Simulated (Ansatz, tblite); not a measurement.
Cost and result up the ladder for B6As5H18⁻, a cluster cut from wurtzite BAs (hydrogen-capped) (29 atoms). The state is a singlet with charge -1. Geometry: PBE-D4/def2-SVP.

```xyz
29

B    -0.131   -1.451   -2.106
As   -1.389    0.023   -1.374
As   -0.922   -2.050    1.218
B    -1.978   -0.391    0.594
B    -0.634    1.945   -1.541
As   -1.406    1.211    1.760
As    1.532   -1.341   -0.865
B     1.125   -2.145    1.013
B     2.462    0.508   -0.862
As    1.048    1.921   -0.322
B     0.520    1.937    1.693
H    -0.670   -2.554   -2.002
H     0.179   -1.142   -3.253
H    -2.712   -0.045   -2.143
H    -1.618   -3.233    0.555
H    -1.349   -2.352    2.660
H    -3.177   -0.591    0.719
H    -0.303    2.116   -2.711
H    -1.456    2.759   -1.118
H    -2.436    2.297    1.472
H    -1.834    0.908    3.201
H     2.548   -2.313   -1.468
H     1.437   -3.330    1.088
H     1.581   -1.445    1.908
H     2.791    0.750   -2.022
H     3.386    0.510   -0.052
H     1.719    3.279   -0.536
H     1.195    1.145    2.339
H     0.491    3.073    2.156
```

Ansatz on 2 threads of AMD EPYC 7R13 on a shared host and a share (18 GiB) of an NVIDIA H100 80GB HBM3; xTB runs through tblite on one thread. Times are rough, summed over both states, and most runs start from the orbitals of an earlier one. PBE0-D4/def2-TZVP serves as the yardstick here, not as an exact answer. The other state is a triplet.

The xTB rows come from tblite. Single mean-field runs in def2-TZVP are fitted with def2-universal-jkfit. HOMO above LUMO, or a gap near zero within one spin, warns that the state may not be the lowest or that an electron is smeared out.

xTB has no spin-polarisation term.

```tsv
level	functions	wall time
GFN2-xTB	87	0.12 s
GFN1-xTB	105	0.13 s
PBE-D4/def2-TZVP	534	27 s
PBE0-D4/def2-TZVP (with forces)	534	35 s
```

(1) Estimate what each level gives for the vertical triplet (eV).

## Answers

(1) 
| level | vertical triplet (eV) | difference from PBE0-D4/def2-TZVP (eV) | remarks |
| --- | --- | --- | --- |
| GFN2-xTB | 5.36 | 0.37 | – |
| GFN1-xTB | 5.38 | 0.39 | – |
| PBE-D4/def2-TZVP | 4.36 | -0.63 | HOMO above zero (triplet), gap within one spin near zero (triplet) |
| PBE0-D4/def2-TZVP (with forces) | 4.99 | 0.00 | HOMO above zero (triplet) |
